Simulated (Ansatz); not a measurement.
```yaml
crystal:
  periodic: [false, false, false]
  atoms:
    - {symbol: C, position_ang: [-1.069561, 0.403765, -0.395018]}
    - {symbol: B, position_ang: [0.001122, -0.492380, 0.316433]}
    - {symbol: C, position_ang: [1.457678, -0.055311, 0.506563]}
    - {symbol: S, position_ang: [2.050436, -0.738991, -0.837807]}
    - {symbol: H, position_ang: [-0.656433, 1.254900, -0.938771]}
    - {symbol: H, position_ang: [-1.735837, 0.797119, 0.385405]}
    - {symbol: H, position_ang: [-1.704555, -0.177337, -1.067851]}
    - {symbol: H, position_ang: [-0.305325, -1.550302, 0.793143]}
    - {symbol: H, position_ang: [2.050976, 0.512236, 1.220902]}
basis:
  gaussian: {orbitals: def2-mTZVPP, fitting: {mean_field: cc-pVTZ-jkfit}, point_charges: [{charge: 2.00, position_ang: [4.751, 0.344, 0.101]}]}
hamiltonian: {xc: {name: TPSS}, dispersion: rvv10}
output: {forces: true}
```

```sh
$ ansatz run in.yaml --threads 2 --pin off --events-out ev --progress --plain --max-ram 4352MiB
```

Output, abridged:

```
Error: YAML parse error: error: line 15 column 19: hamiltonian.xc: no functional is named "TPSS"; the names, which are not case-sensitive, are SVWN5, SPW92, PBE, PBE0, PBEsol, revPBE, revPBE0, RPBE, rPW86-PBE, HSE06, wPBEh, LC-wPBE, HISS, HF, BLYP, B3LYP, B3LYP5, BHLYP, CAM-B3LYP, r2SCAN, r2SCANh, r2SCAN0, r2SCAN50, m-r2SCAN, B97, wB97, wB97X, wB97X-V, B97M-V, wB97M-V, B2PLYP, B2GP-PLYP, PBE0-DH, PBE-QIDH
13 | basis:
14 |   gaussian: {orbitals: def2-mTZVPP, fitting: {mean_field: cc-pVTZ-jkfit}, point_cha…
15 | hamiltonian: {xc: {name: TPSS}, dispersion: rvv10}
16 | output: {forces: true}
```

(1) Something in this input is off. What?

## Answers

(1) The method's name isn't one that the program takes here. The program refused the input.

HSE06 is defined as in plane-wave codes.
